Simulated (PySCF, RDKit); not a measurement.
Pair of molecules: NH3 (SMILES N) (first 4 atoms) with N2 (SMILES N#N); geometry from B3LYP-D3(BJ)/def2-TZVP.
(charge 0, multiplicity 1):
```xyz
6

N     -0.15989     0.18570    -0.16590
H     -0.38509     0.33454    -1.14296
H      0.76479     0.56907    -0.00637
H     -0.09523    -0.81510    -0.01875
N      0.47634    -0.33808     2.94851
N     -0.23220     0.12895     3.63361
```

Counterpoise-corrected where a basis set is named; no monomer relaxation. Rows marked so take none.

Rows in 3-21G, 6-31G* carry no dispersion term and start afresh at each structure (6-31G* with six Cartesian d functions).

Run with PySCF for 3-21G rows, 6-31G* rows; RDKit for the force fields. 

Question: One of these levels gives -0.97 kcal/mol for the interaction energy. Which one is it?
A. B3LYP/6-31G* (no counterpoise)
B. HF/3-21G (no counterpoise)
C. MMFF94

Answer: B, HF/3-21G (no counterpoise). The others give 0.22 (MMFF94), -0.61 (B3LYP/6-31G* (no counterpoise))
